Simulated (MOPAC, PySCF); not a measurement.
C2H5N, SMILES `[H]/N=C/C`, neutral singlet in the gas phase. 

Z-matrix (Å, degrees):
```
C
N 1 1.2640
H 2 1.0192 1 110.88
H 1 1.0994 2 122.61 3 0.01
C 1 1.4879 4 115.63 2 -179.99
H 5 1.0896 1 110.30 4 179.98
H 5 1.0944 6 109.56 1 -121.63
H 5 1.0944 6 109.56 7 -116.76
```
Charge 0, spin multiplicity 1.

All levels are single points at this geometry (PBE0-D3(BJ)/def2-TZVP); Pople sets use spherical d functions. Orbital energies aren't observables, and empty levels follow the basis.

```
level                            HOMO (eV)  LUMO (eV)  gap (eV)  dipole (D)  vertical IE, Delta-SCF (eV)
-------------------------------  ---------  ---------  --------  ----------  ---------------------------
PBE-D3(BJ)/def2-TZVP in PySCF        -6.04      -1.15      4.89        1.95                         9.95
PBE0-D3(BJ)/def2-TZVP in PySCF       -7.58       0.02      7.59        2.05                        10.04
ωB97X-D3(BJ)/def2-TZVP in PySCF     -10.16       2.34     12.50        2.10                        10.25
B3LYP/3-21G in PySCF                 -6.54       0.44      6.98        1.93                            –
B3LYP/6-31G* in PySCF                -7.00       0.23      7.23        1.95                         9.97
BP86/6-31G* in PySCF                 -5.78      -0.80      4.98        1.89                            –
PBE/6-31G* in PySCF                  -5.65      -0.69      4.96        1.87                         9.77
SVWN5/6-31G* in PySCF                -5.67      -0.88      4.79        1.92                         9.89
HF/6-31G* in PySCF                  -11.30       4.86     16.16        2.25                         8.86
HF/STO-3G in PySCF                   -9.44       8.26     17.71        1.83                            –
PM3 in MOPAC                        -10.18       1.02     11.20        1.85                            –
PM6 in MOPAC                        -10.20       1.03     11.23        2.53                            –
PM7 in MOPAC                        -10.45       0.88     11.32        2.64                            –
```
